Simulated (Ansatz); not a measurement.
```yaml
crystal:
  periodic: [false, false, false]
  atoms:
    - {symbol: F, position_ang: [-0.888502, -3.600398, 0.444168]}
    - {symbol: Sn, position_ang: [0.535853, -2.498461, -0.160218]}
    - {symbol: F, position_ang: [2.064938, -2.994152, 0.851877]}
    - {symbol: F, position_ang: [0.917078, -3.191106, -1.885463]}
    - {symbol: C, position_ang: [0.097417, -0.456018, -0.033936]}
    - {symbol: C, position_ang: [1.126756, 0.458547, 0.166305]}
    - {symbol: C, position_ang: [0.829491, 1.810173, 0.251641]}
    - {symbol: C, position_ang: [-0.483898, 2.241653, 0.139266]}
    - {symbol: C, position_ang: [-1.507561, 1.326325, -0.055758]}
    - {symbol: C, position_ang: [-1.222001, -0.027750, -0.142629]}
    - {symbol: H, position_ang: [2.154829, 0.128131, 0.263746]}
    - {symbol: H, position_ang: [1.627359, 2.526441, 0.408514]}
    - {symbol: H, position_ang: [-0.711755, 3.299081, 0.207027]}
    - {symbol: H, position_ang: [-2.533547, 1.665010, -0.138780]}
    - {symbol: H, position_ang: [-2.028456, -0.738075, -0.286462]}
basis:
  gaussian: {orbitals: def2-TZVPD}
magnetization: {spin_polarized: true, initial_magnetization: 0}
hamiltonian: {xc: {name: HF}}
correlation: {method: mp2, frozen_orbitals: {F: 0}}
scf: {lower_state_search: full}
```

```sh
$ ansatz run in.yaml --threads 5 --pin off --events-out ev --progress --plain --max-ram 66560MiB --backend cuda --devices 0, --max-vram 37GiB
```

Output, abridged:

```
Functional definition: HF
Error: "frozen_orbitals" has no count for Sn
```

Q: Something in this input is off. What?

A: Frozen orbitals are typed for one element alone, and the program wants a count for each. The program refused the input.
